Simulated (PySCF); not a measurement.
Electron correlation in Kr²⁺ (krypton, charge +2)

[Ar] 3d10 4s1 4p4 5s1, high-spin 5P determinant (an excited configuration). All numbers are calculated (PySCF 2.14, scalar relativity through the core potential, in aug-cc-pVQZ-PP with ECP10MDF). Frozen: 3s2 3p6 3d10; 6 electrons correlated.

MP2 pair energies summed by pair of shells (mhartree):

| pair | energy | share (%) |
| --- | --- | --- |
| 4p-4p | -80.35 | 65.6 |
| 4p-5s | -30.43 | 24.8 |
| 4s-4p | -11.14 | 9.1 |
| 4s-5s | -0.56 | 0.5 |

Total MP2 correlation energy: -122.48 mhartree.

Same-spin part -34.21 and opposite-spin part -88.27 mhartree; SCS-MP2 scales them by 1/3 and 6/5 to -117.33 mhartree.
